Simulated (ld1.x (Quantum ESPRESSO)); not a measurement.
platinum: one change to a TM potential, before and after

* Element: Pt
* Generator: ld1.x (Quantum ESPRESSO) 7.5
* Type: norm-conserving Troullier–Martins (Kleinman–Bylander form)
* Functional: PBEsol
* Relativity: scalar-relativistic
* Frozen core: [Xe] 4f14
* Valence charge: 10
* Reference configuration: 5d9 6s1 6p0
* Partial waves: 6s (bound): rc 2.05 bohr; 5d (bound): rc 1.80 bohr; 6p (bound, empty): rc 3.85 bohr
* Local potential: the p channel
* Core correction: none

All-electron outer shells of the reference configuration (PBEsol, scalar-relativistic, ld1.x):

| shell | level (eV) | outermost node (bohr) | outermost maximum (bohr) |
| --- | --- | --- | --- |
| 4f | -70.14 | – | 0.38 |
| 5p | -56.04 | 0.53 | 0.98 |
| 5d | -6.17 | 0.57 | 1.26 |
| 6s | -5.70 | 1.14 | 2.38 |
| 6p | -0.78 | 1.36 | 3.60 |

Change: wave 6s (bound): rc 2.05 bohr becomes 6s (bound): rc 2.92 bohr.

Cutoffs: the cutoffs (Ry, on a coarse ladder) from which the occupation-weighted sum of valence levels, in a spherical-Bessel basis at the reference potential, stays within 10 and 1 mRy of its value at 400 Ry; they do not see the model core or the augmentation charge, which bear on the density cutoff. Errors are all-electron minus pseudo energies relative to the spin-unpolarised reference configuration.

Predict the effect on cutoff, ghosts and configuration errors.

The potential gets neither clearly harder nor softer (40 Ry and 50 Ry → 40 Ry and 50 Ry); the d channel sets the loose cutoff, while the largest relative change is in s, which becomes softer; of the 7 tests that both files solve, the error grows in 1 and shrinks in 4 by more than 15 % and 0.3 meV (median size 71.1 → 55.0 meV); neither file shows a bound ghost.

```tsv
quantity	base	changed
cutoff, loose	40 Ry	40 Ry
cutoff, tight	50 Ry	50 Ry
loose cutoff by channel (10 mRy a level)	s 8 Ry, d 35 Ry	s 6 Ry, d 35 Ry
bound ghosts	none	none
error for 5d9 6s0 6p0, meV [ΔE 9.23 eV]	-9.9	-8.0
error for 5d8 6s0 6p0, meV [ΔE 29.22 eV]	-138	-161
error for 5d7 6s0 6p0, meV [ΔE 61.47 eV]	-570	-628
error for 5d9 6s0.5 6p0, meV [ΔE 3.71 eV]	-2.6	-1.9
error for 5d6 6s0 6p0, meV [ΔE 107.15 eV]	-1321	-1421
error for 5d10 6s0 6p0, meV [ΔE -0.01 eV]	-71	-55
error for 5d8 6s1 6p0, meV [ΔE 11.20 eV]	-63	-53
s: phases at 4.21 bohr within 0.05 rad from the reference energy up to (Ry; the scan ends near 5)	0.4	0.4
p: phases at 4.21 bohr within 0.05 rad from the reference energy up to (Ry; the scan ends near 5)	1.1	1.1
d: phases at 4.21 bohr within 0.05 rad from the reference energy up to (Ry; the scan ends near 5)	0.4	0.4
```
